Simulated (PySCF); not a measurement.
HClI2Si, SMILES Cl[SiH](I)I, PBE0/def2-SVP optimised geometry.

```
5

Si    -0.41    -0.97     0.00
Cl    -1.07     0.97     0.00
I     -1.19    -2.11     2.01
I     -1.19    -2.11    -2.01
H      1.07    -0.97     0.00
```

Density from PBE0/def2-TZVP, def2 effective core potentials past Kr (PySCF) at that geometry. The core electrons that the potentials of I replace are not part of the density.

Minimum of the electron density along straight lines between bonded atoms, close to the bond critical point (lines longer than 1.1 times the sum of covalent radii, or with two minima, are not listed):

| bond | length / Å | ρ at the minimum / e bohr⁻³ | ∇²ρ there / e bohr⁻⁵ | position (fraction from the first atom) |
|---|---|---|---|---|
| Si1–Cl2 | 2.055 | 0.101 | 0.21 | 0.36 |
| Si1–I3 | 2.434 | 0.085 | -0.07 | 0.35 |
| Si1–I4 | 2.434 | 0.085 | -0.07 | 0.35 |
| Si1–H5 | 1.482 | 0.127 | 0.13 | 0.49 |
